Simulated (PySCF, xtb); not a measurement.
(1S)-1-bromo-1-chloroethane (C₂H₄BrCl), SMILES Cl[C@@H](Br)C.

Harmonic wavenumbers (cm⁻¹) from GFN2-xTB (xtb) at its own minimum, in rising order: 201, 233, 264, 357, 524, 634, 999, 1056, 1081, 1170, 1227, 1402, 1463, 1471, 2956, 3029, 3032, 3042.

Problem. What does PBE0-D3(BJ)/def2-SVP in PySCF give at its own minimum? (Estimate from the structure and the level; the computed values follow.)

Solution. 225, 274, 298, 384, 585, 701, 986, 1060, 1113, 1215, 1290, 1392, 1449, 1456, 3068, 3167, 3172, 3188. Paired by order, the mean absolute difference is 55 cm⁻¹ and the zero-point energies are 34.5 and 35.8 kcal/mol.
